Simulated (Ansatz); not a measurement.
Potential energy surface of H₂B, doublet: symmetric bend, bond length relaxed. Scanned: H-B-H angle. Other coordinates (B-H bond length) were minimised at PBE0/def2-TZVP.

Method: full CI/cc-pVDZ, frozen core (Ansatz, a program for electronic structure).

Scanned values (°): 168.72, 158.01, 150.43, 138.99, 128.52, 120.75, 109.44, 102.02, 89.42, 78.89, 69.56, 60.

Task: At which scan points does the profile have its minima and maxima, and how high do they lie?

Result: Lower than their neighbours: 128.52° (0.0 kJ/mol). Higher than their neighbours: 168.72° (33.5 kJ/mol, end of the scan), 60° (242.2 kJ/mol, end of the scan). The whole profile spans 242.2 kJ/mol.

The scan ran from 180.0 to 60.0; beyond the range shown the relaxed coordinates jump or full CI changes its symmetry label.
